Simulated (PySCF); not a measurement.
A small calculation by hand: chemical shift, span and skew from a shielding tensor

C2H2BrCl, SMILES Cl/C=C\Br. Atoms are numbered in the order given.

```xyz
6

Cl     0.5566     2.1066     0.0000
C     -0.9771     1.3145     0.0000
C     -1.1640    -0.0071     0.0000
Br     0.2111    -1.2921     0.0000
H     -1.8339     1.9926     0.0000
H     -2.1717    -0.4256     0.0000
```

The structure is a stationary point at B3LYP-D3(BJ)/def2-SVP.

GIAO shieldings from PBE/pcSseg-1 in PySCF, non-relativistic, no solvent. The symmetric part of the tensor of C2 has the principal values -56.1, 75.2, 110.9 ppm. The same nucleus in TMS has σ = 182.0 ppm at this level (PySCF, at its B3LYP-D3(BJ)/def2-TZVP geometry). Without spin–orbit terms, shifts of atoms bonded to Cl or Br come out too high.

Q: Work out the isotropic shielding, the ¹³C shift against TMS, the span and the skew.

A: 
σ(iso) = (σ11 + σ22 + σ33)/3 = 43.3 ppm. δ = σ(ref) − σ(iso) = 182.0 − (43.3) = 138.7 ppm.
Span Ω = σ33 − σ11 = 167.0 ppm. Skew κ = 3(σ(iso) − σ22)/Ω = -0.57. Tumbling in solution averages the tensor to δ; in a static solid the shielding alone would spread this spin-1/2 line over Ω.
